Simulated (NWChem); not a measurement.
Species: boron monoxide dimer (B₂O₂); SMILES B(B=O)=O

```xyz
4

O      0.0000     0.0000    -2.0254
B      0.0000     0.0000    -0.8262
B      0.0000     0.0000     0.8262
O      0.0000     0.0000     2.0254
```
Atoms are numbered in this order, from 1.

Program: NWChem. The geometry was optimised at PBE0/def2-SVP. GIAO values for the isolated, static molecule; σ is the absolute isotropic shielding.

Task: Estimate the computed values for Hartree-Fock/cc-pVTZ. Quantities: σ O1 (ppm); σ B2 (ppm).

Result: 
* **σ O1 (ppm)**: 19.3
* **σ B2 (ppm)**: 95.1
